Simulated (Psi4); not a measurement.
C₆H₁₂BO₂, doublet, geometry from GFN2-xTB; HF/STO-3G in Psi4.

Psi4 was given this input:
```
memory 2 GB

molecule {
0 2
C     1.44959450    0.82454073    1.18004454
C     0.84039742    0.07257958    0.07722449
C     1.57084360    0.38069637   -1.24260035
O     0.94803419   -1.33243616    0.30646091
B    -0.24183883   -1.92340542    0.05234856
O    -1.22885497   -1.04066680   -0.23569217
C    -0.74473802    0.28150521   -0.04420660
C    -1.19824721    1.16724967   -1.19847253
C    -1.32339271    0.80991603    1.27273755
H     1.75594365    1.84015427    1.03007634
H     1.64050784    0.34547067    2.11816018
H     1.51484983    1.43821463   -1.47961783
H     1.14386995   -0.20613017   -2.05177633
H     2.61403005    0.09576786   -1.12779262
H    -0.40040421   -3.07405300    0.07233844
H    -2.28347910    1.23772149   -1.17498475
H    -0.77957176    2.16445196   -1.09655207
H    -0.91012165    0.74628590   -2.15655958
H    -1.02107162    0.16771672    2.09614680
H    -0.97596726    1.82207993    1.46095844
H    -2.40957049    0.80524515    1.21334732
}

set {
  basis sto-3g
  reference uhf
}

energy('scf')
print_variables()
```

Output, abridged:

```
   => Loading Basis Set <=

    Name: STO-3G
    Role: ORBITAL
    Keyword: BASIS

         ---------------------------------------------------------
                                   SCF
               by Justin Turney, Rob Parrish, Andy Simmonett
                          and Daniel G. A. Smith
                              UHF Reference
         ---------------------------------------------------------

  ==> Geometry <==

    Molecular point group: c1
    Full point group: C1

    Geometry (in Angstrom), charge = 0, multiplicity = 2:

       Center              X                  Y                   Z               Mass
    ------------   -----------------  -----------------  -----------------  -----------------
         C            1.450637391110     0.897356590525     1.171073532734    12.000000000000
         C            0.841440311110     0.145395440525     0.068253482734    12.000000000000
         C            1.571886491110     0.453512230525    -1.251571357266    12.000000000000
         O            0.949077081110    -1.259620299475     0.297489902734    15.994914619570
         B           -0.240795938890    -1.850589559475     0.043377552734    11.009305360000
         O           -1.227812078890    -0.967850939475    -0.244663177266    15.994914619570
         C           -0.743695128890     0.354321070525    -0.053177607266    12.000000000000
         C           -1.197204318890     1.240065530525    -1.207443537266    12.000000000000
         C           -1.322349818890     0.882731890525     1.263766542734    12.000000000000
         H            1.756986541110     1.912970130525     1.021105332734     1.007825032230
         H            1.641550731110     0.418286530525     2.109189172734     1.007825032230
         H            1.515892721110     1.511030490525    -1.488588837266     1.007825032230
         H            1.144912841110    -0.133314309475    -2.060747337266     1.007825032230
         H            2.615072941110     0.168583720525    -1.136763627266     1.007825032230
         H           -0.399361318890    -3.001237139475     0.063367432734     1.007825032230
         H           -2.282436208890     1.310537350525    -1.183955757266     1.007825032230
         H           -0.778528868890     2.237267820525    -1.105523077266     1.007825032230
         H           -0.909078758890     0.819101760525    -2.165530587266     1.007825032230
         H           -1.020028728890     0.240532580525     2.087175792734     1.007825032230
         H           -0.974924368890     1.894895790525     1.451987432734     1.007825032230
         H           -2.408527598890     0.878061010525     1.204376312734     1.007825032230

  Running in c1 symmetry.

  Rotational constants: A =      0.06777  B =      0.05965  C =      0.05177 [cm^-1]
  Rotational constants: A =   2031.61977  B =   1788.14324  C =   1552.11851 [MHz]
  Nuclear repulsion =  488.615784107757861

  Charge       = 0
  Multiplicity = 2
  Electrons    = 69
  Nalpha       = 35
  Nbeta        = 34

  ==> Algorithm <==

  SCF Algorithm Type is DF.
  DIIS enabled.
  MOM disabled.
  Fractional occupation disabled.
  Guess Type is SAD.
  Energy threshold   = 1.00e-06
  Density threshold  = 1.00e-06
  Integral threshold = 1.00e-12

  ==> Primary Basis <==

  Basis Set: STO-3G
    Blend: STO-3G
    Number of shells: 39
    Number of basis functions: 57
    Number of Cartesian functions: 57
    Spherical Harmonics?: true
    Max angular momentum: 1

   => Loading Basis Set <=

    Name: (STO-3G AUX)
    Role: JKFIT
    Keyword: DF_BASIS_SCF

  ==> Integral Setup <==

  SCF_SUBTYPE=INCORE selected. In-core MEM_DF algorithm will be used.
  Using in-core AOs.

  ==> MemDFJK: Density-Fitted J/K Matrices <==

    J tasked:                   Yes
    K tasked:                   Yes
    wK tasked:                   No
    Algorithm:                 Core
    Schwarz Cutoff:           1E-12
    Mask sparsity (%):       1.5389
    Fitting Condition:        1E-10

   => Auxiliary Basis Set <=

  Basis Set: (STO-3G AUX)
    Blend: DEF2-UNIVERSAL-JKFIT
    Number of shells: 297
    Number of basis functions: 895
    Number of Cartesian functions: 1049
    Spherical Harmonics?: true
    Max angular momentum: 4

  Minimum eigenvalue in the overlap matrix is 2.0209760366E-01.
  Reciprocal condition number of the overlap matrix is 7.7266996917E-02.
    Using symmetric orthogonalization.

  ==> Pre-Iterations <==

  SCF Guess: Superposition of Atomic Densities via on-the-fly atomic UHF (no occupation information).

   -------------------------
    Irrep   Nso     Nmo
   -------------------------
     A         57      57
   -------------------------
    Total      57      57
   -------------------------

  ==> Iterations <==

                           Total Energy        Delta E     RMS |[F,P]|

   @DF-UHF iter SAD:  -396.65630097848668   -3.96656e+02   0.00000e+00
   @DF-UHF iter   1:  -403.45576381810514   -6.79946e+00   7.49100e-03 ADIIS/DIIS
   @DF-UHF iter   2:  -403.57434243640625   -1.18579e-01   2.62531e-03 ADIIS/DIIS
   @DF-UHF iter   3:  -403.58853801069671   -1.41956e-02   6.00759e-04 ADIIS/DIIS
   @DF-UHF iter   4:  -403.59020842350208   -1.67041e-03   1.84262e-04 ADIIS/DIIS
   @DF-UHF iter   5:  -403.59038827579013   -1.79852e-04   7.45114e-05 DIIS
   @DF-UHF iter   6:  -403.59041951758945   -3.12418e-05   2.42555e-05 DIIS
   @DF-UHF iter   7:  -403.59042292147308   -3.40388e-06   8.24057e-06 DIIS
   @DF-UHF iter   8:  -403.59042328006620   -3.58593e-07   4.25645e-06 DIIS
   @DF-UHF iter   9:  -403.59042339190540   -1.11839e-07   2.30848e-06 DIIS
   @DF-UHF iter  10:  -403.59042343881572   -4.69103e-08   6.98192e-07 DIIS
  Energy and wave function converged.

  ==> Post-Iterations <==

   @Spin Contamination Metric:   1.562528159E-02
   @S^2 Expected:                7.500000000E-01
   @S^2 Observed:                7.656252816E-01
   @S   Expected:                5.000000000E-01
   @S   Observed:                5.000000000E-01

    Orbital Energies [Eh]
    ---------------------

    Alpha Occupied:

       1A    -20.268331     2A    -20.266684     3A    -11.111137
       4A    -11.109788     5A    -11.047447     6A    -11.047253
       7A    -11.044081     8A    -11.020301     9A     -7.426619
      10A     -1.357368    11A     -1.271134    12A     -1.051884
      13A     -0.981808    14A     -0.930181    15A     -0.894103
      16A     -0.802432    17A     -0.701465    18A     -0.684470
      19A     -0.620335    20A     -0.602597    21A     -0.581249
      22A     -0.559500    23A     -0.552479    24A     -0.534631
      25A     -0.531390    26A     -0.517661    27A     -0.500626
      28A     -0.481838    29A     -0.467682    30A     -0.443314
      31A     -0.425571    32A     -0.409767    33A     -0.396014
      34A     -0.340001    35A     -0.304199

    Alpha Virtual:

      36A      0.353500    37A      0.511451    38A      0.519208
      39A      0.585483    40A      0.618290    41A      0.633086
      42A      0.654580    43A      0.681571    44A      0.695656
      45A      0.703291    46A      0.718525    47A      0.727512
      48A      0.743056    49A      0.747318    50A      0.756430
      51A      0.768187    52A      0.778432    53A      0.801756
      54A      0.836280    55A      0.844316    56A      0.913064
      57A      0.919123

    Beta Occupied:

       1A    -20.267958     2A    -20.266613     3A    -11.114255
       4A    -11.108568     5A    -11.047603     6A    -11.045971
       7A    -11.044161     8A    -10.989736     9A     -7.426700
      10A     -1.356250    11A     -1.269838    12A     -1.039399
      13A     -0.968742    14A     -0.916076    15A     -0.857264
      16A     -0.779761    17A     -0.691482    18A     -0.678787
      19A     -0.614111    20A     -0.598440    21A     -0.576118
      22A     -0.555008    23A     -0.550740    24A     -0.532470
      25A     -0.529462    26A     -0.511997    27A     -0.498739
      28A     -0.476734    29A     -0.463313    30A     -0.441458
      31A     -0.419677    32A     -0.399299    33A     -0.377995
      34A     -0.324072

    Beta Virtual:

      35A      0.301096    36A      0.353691    37A      0.513088
      38A      0.527522    39A      0.597721    40A      0.621204
      41A      0.646714    42A      0.679353    43A      0.686293
      44A      0.705316    45A      0.709301    46A      0.720855
      47A      0.729337    48A      0.746741    49A      0.753525
      50A      0.762688    51A      0.772893    52A      0.785308
      53A      0.804569    54A      0.849274    55A      0.859036
      56A      0.915776    57A      0.921796

    Final Occupation by Irrep:
              A
    DOCC [    34 ]
    SOCC [     1 ]
    NA   [    35 ]
    NB   [    34 ]

  @DF-UHF Final Energy:  -403.59042343881572

   => Energetics <=

    Nuclear Repulsion Energy =            488.6157841077578610
    One-Electron Energy =               -1522.3882064810827615
    Two-Electron Energy =                 630.1819989345091244
    Total Energy =                       -403.5904234388157192

  UHF NO Occupations:
  HONO-2 :   33  A 1.9985743
  HONO-1 :   34  A 1.9959199
  HONO-0 :   35  A 1.0000000
  LUNO+0 :   36  A 0.0040801
  LUNO+1 :   37  A 0.0014257
  LUNO+2 :   38  A 0.0013547
  LUNO+3 :   39  A 0.0007737

Computation Completed

Properties will be evaluated at   0.000000,   0.000000,   0.000000 [a0]

Properties computed using the SCF density matrix

 Multipole Moments:

 ------------------------------------------------------------------------------------
     Multipole            Electronic (a.u.)      Nuclear  (a.u.)        Total (a.u.)
 ------------------------------------------------------------------------------------

 L = 1.  Multiply by 2.5417464519 to convert [e a0] to [Debye]
 Dipole X            :         -0.0259536            0.1359843            0.1100307
 Dipole Y            :         -8.6561904            9.4945407            0.8383502
 Dipole Z            :          1.1501683           -1.1697402           -0.0195719
 Magnitude           :                                                    0.8457665

 ------------------------------------------------------------------------------------

  Variable Map:
  ----------------------------------------------------------------------------
  "CURRENT ENERGY"           =>    -403.590423438816
  "CURRENT REFERENCE ENERGY" =>    -403.590423438816
  "DD SOLVATION ENERGY"      =>       0.000000000000
  "HF KINETIC ENERGY"        =>     400.475853091031
  "HF POTENTIAL ENERGY"      =>    -804.066276529847
  "HF TOTAL ENERGY"          =>    -403.590423438816
  "HF VIRIAL RATIO"          =>       2.007777173889
  "NUCLEAR REPULSION ENERGY" =>     488.615784107758
  "ONE-ELECTRON ENERGY"      =>   -1522.388206481083
  "PCM POLARIZATION ENERGY"  =>       0.000000000000
  "PE ENERGY"                =>       0.000000000000
  "SCF ITERATION ENERGY"     =>    -403.590423438816
  "SCF ITERATIONS"           =>      10.000000000000
  "SCF TOTAL ENERGY"         =>    -403.590423438816
  "TWO-ELECTRON ENERGY"      =>     630.181998934509

  Array Variable Map:
  ----------------------------------------------------------------------------
  "CURRENT DIPOLE"           =>       0.110030729813 ... -0.019571881434 1 by 3
  "SCF DIPOLE"               =>       0.110030729813 ... -0.019571881434 1 by 3
  "SCF TOTAL ENERGIES"       =>    -396.656300978487 ... -403.590423438816 1 by 11
```
